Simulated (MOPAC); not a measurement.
MOPAC input (PM3):

```
PM3 PRECISE GNORM=0.05 LET XYZ CHARGE=1 GEO-OK AUX(PRECISION=9) THREADS=1
CF

C    -0.00000000 1   -0.00000000 1   -0.69355328 1
F     0.00000000 1    0.00000000 1    0.46236885 1
```

Output:

```
 *******************************************************************************
 **                                                                           **
 **                              MOPAC v23.2.5                                **
 **                                                                           **
 *******************************************************************************
 ** MOPAC's Digital Object Identifier: https://doi.org/10.5281/zenodo.6511958 **
 **                                                                           **
 ** Please cite the open-source release paper for use of this MOPAC version:  **
 ** J. E. Moussa and J. J. P. Stewart (2026)                                  **
 ** MOPAC: An open-source semiempirical molecular orbital program             **
 ** J. Open Source Softw., 11(119), 8025, https://doi.org/10.21105/joss.08025 **
 *******************************************************************************

                              PM3 CALCULATION RESULTS

 *******************************************************************************
 *  PM3        - The PM3 Hamiltonian to be used
 *  GEO-OK     - OVERRIDE INTERATOMIC DISTANCE AND OTHER SAFETY CHECKS
 *
 *
 *
 *                 CHARGE ON SYSTEM = +1
 *
 *
 *
 *  LET        - OVERRIDE SOME SAFETY CHECKS
 *  PRECISE    - TIGHTER CRITERIA TO BE USED
 *  XYZ        - CARTESIAN COORDINATE SYSTEM TO BE USED
 *  GNORM      - EXIT WHEN GRADIENT NORM DROPS BELOW 0.050
 *  AUX        - OUTPUT AUXILIARY INFORMATION
 *******************************************************************************
PM3 PRECISE GNORM=0.05 LET XYZ CHARGE=1 GEO-OK AUX(PRECISION=9) THREADS=1
 CF

   ATOM   CHEMICAL          X               Y               Z
  NUMBER   SYMBOL      (ANGSTROMS)     (ANGSTROMS)     (ANGSTROMS)

     1       C         -0.00000000  *  -0.00000000  *  -0.69355328  *
     2       F          0.00000000  *   0.00000000  *   0.46236885  *

          CARTESIAN COORDINATES

    NO.       ATOM           X           Y           Z

     1         C         -0.0000     -0.0000     -0.6936
     2         F          0.0000      0.0000      0.4624

  C: (PM3): J. J. P. STEWART, J. COMP. CHEM. 10, 209 (1989).
  F: (PM3): J. J. P. STEWART, J. COMP. CHEM. 10, 209 (1989).

           Empirical Formula: C F  =     2 atoms

      MOLECULAR POINT GROUP   :   C*v

      RHF CALCULATION, NO. OF DOUBLY OCCUPIED LEVELS = 5

          Geometry optimization using EF

          DIAGONAL MATRIX USED AS START HESSIAN

 CYCLE:     1  GRAD.:   164.772 HEAT:  266.0431
 CYCLE:     2  GRAD.:   336.069 HEAT:  297.0120
 CYCLE:     3  GRAD.:    95.200 HEAT:  264.3695
 CYCLE:     4  GRAD.:   105.381 HEAT:  264.3249
 CYCLE:     5  GRAD.:     8.861 HEAT:  263.0277
 CYCLE:     6  GRAD.:     0.696 HEAT:  263.0174
 CYCLE:     7  GRAD.:     0.327 HEAT:  263.0173
 CYCLE:     8  GRAD.:     0.011 HEAT:  263.0173

     GRADIENT =  0.01140 IS LESS THAN CUTOFF =  0.05000

 -------------------------------------------------------------------------------
 PM3 PRECISE GNORM=0.05 LET XYZ CHARGE=1 GEO-OK AUX(PRECISION=9) THREADS=1
 CF

     GEOMETRY OPTIMISED USING EIGENVECTOR FOLLOWING (EF).
     SCF FIELD WAS ACHIEVED

                              PM3 CALCULATION
                                                       MOPAC v23.2.5 Linux

          FINAL HEAT OF FORMATION =        263.01728 KCAL/MOL =    1100.46430 KJ/MOL

          COSMO AREA              =         58.41 SQUARE ANGSTROMS
          COSMO VOLUME            =         40.85 CUBIC ANGSTROMS

          GRADIENT NORM           =          0.01140          =       0.00806 PER ATOM
          IONIZATION POTENTIAL    =         22.368658 EV
          HOMO LUMO ENERGIES (EV) =        -22.369 -8.933
          NO. OF FILLED LEVELS    =          5
          MOLECULAR WEIGHT        =         31.0094         POINT GROUP:  C*v

          MOLECULAR DIMENSIONS (Angstroms)

            Atom       Atom       Distance
            F     2    C     1     1.21005
            F     2    C     1     0.00000
            C     1    F     2     0.00000

          SCF CALCULATIONS        =          9

   ATOM   CHEMICAL          X               Y               Z
  NUMBER   SYMBOL      (ANGSTROMS)     (ANGSTROMS)     (ANGSTROMS)

     1       C          0.00000000  *   0.00000000  *  -0.72061722  *
     2       F         -0.00000000  *   0.00000000  *   0.48943279  *

                             CARTESIAN COORDINATES

   1    C        0.000000000     0.000000000    -0.720617220
   2    F       -0.000000000     0.000000000     0.489432790

           Empirical Formula: C F  =     2 atoms

      MOLECULAR POINT GROUP   :   C*v

                  EIGENVALUES
 -39.14873 -28.10283 -26.94836 -26.94836 -22.36866  -8.93265  -8.93265  -4.40012

              NET ATOMIC CHARGES AND DIPOLE CONTRIBUTIONS

  ATOM NO.   TYPE          CHARGE      No. of ELECS.   s-Pop       p-Pop
    1          C           0.871466        3.1285     1.91200     1.21653
    2          F           0.128534        6.8715     1.73176     5.13970
 DIPOLE           X         Y         Z       TOTAL
 POINT-CHG.     0.000    -0.000    -2.814     2.814
 HYBRID        -0.000    -0.000     0.850     0.850
 SUM           -0.000    -0.000    -1.964     1.964

          ATOMIC ORBITAL ELECTRON POPULATIONS

     Atom    s        px        py        pz
    1  C   1.91200   0.21732   0.21732   0.78189
    2  F   1.73176   1.78268   1.78268   1.57434

 **********************
 *                    *
 * JOB ENDED NORMALLY *
 *                    *
 **********************

 == MOPAC DONE ==
```

The dipole moment of an ion depends on the origin.
